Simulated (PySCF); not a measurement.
# Frontier levels across methods

C6H10F2.
Cartesian coordinates in Å at the PBE0-D3(BJ)/def2-SVP level; atoms count from 1:
```xyz
18
C6H10F2 angstrom
F     -1.4233   -0.7982    1.3305
C     -1.2527   -0.9877   -0.0136
F     -2.0278   -2.0543   -0.3474
C     -1.7386    0.2468   -0.7415
C     -0.8389    1.4440   -0.4523
C      0.6234    1.1275   -0.7523
C      1.0921   -0.1071    0.0121
C      0.2018   -1.3114   -0.2758
H     -1.7463    0.0157   -1.8190
H     -2.7797    0.4322   -0.4360
H     -1.1773    2.3154   -1.0339
H     -0.9428    1.7162    0.6117
H      1.2584    1.9925   -0.5033
H      0.7450    0.9539   -1.8373
H      1.0660    0.1016    1.0950
H      2.1375   -0.3470   -0.2365
H      0.2883   -1.6177   -1.3308
H      0.4718   -2.1800    0.3440
```

Basis pcSseg-1 throughout (PySCF), one geometry. Geometry: PBE0-D3(BJ)/def2-SVP, one conformer, isolated molecule.

Question: How do the orbital energies, the gap and the dipole change with the method?

Answer: 
```
   method                    kind  HOMO (eV)  LUMO (eV)  gap (eV)  μ (D)  SCF cycles
     BLYP                     GGA      -7.07       0.39      7.46   2.26          14
    B97-D                     GGA      -7.20       0.51      7.71   2.31          14
    B97-2           global hybrid      -8.41       1.23      9.64   2.43          12
    B3LYP           global hybrid      -8.47       0.89      9.35   2.42          12
     PBE0           global hybrid      -8.66       1.21      9.87   2.44          12
 mPW1PW91           global hybrid      -8.71       1.22      9.94   2.46          12
CAM-B3LYP  range-separated hybrid     -10.11       2.06     12.16   2.47          12
  wB97X-D  range-separated hybrid     -10.58       3.03     13.61   2.49          12
       HF            Hartree–Fock     -12.24       4.07     16.31   2.76          10
```

The HOMO spans 5.16 eV, from BLYP down to HF, and the gap runs from 7.46 eV (BLYP) to 16.31 eV (HF). Over the methods BLYP (0 %), B97-D (0 %), B97-2 (21 %), B3LYP (20 %), PBE0 (25 %), mPW1PW91 (25 %), HF (100 %), a straight line through the gap against the share of exact exchange rises by 0.87 eV for each 10 % (correlation coefficient 0.999). The dipole ranges from 2.26 D (BLYP) to 2.76 D (HF). This basis has no diffuse functions.

The vertical ΔSCF ionisation energy at B3LYP/def2-SVPD is 10.63 eV; −ε(HOMO) comes closest to it with wB97X-D (10.58 eV).
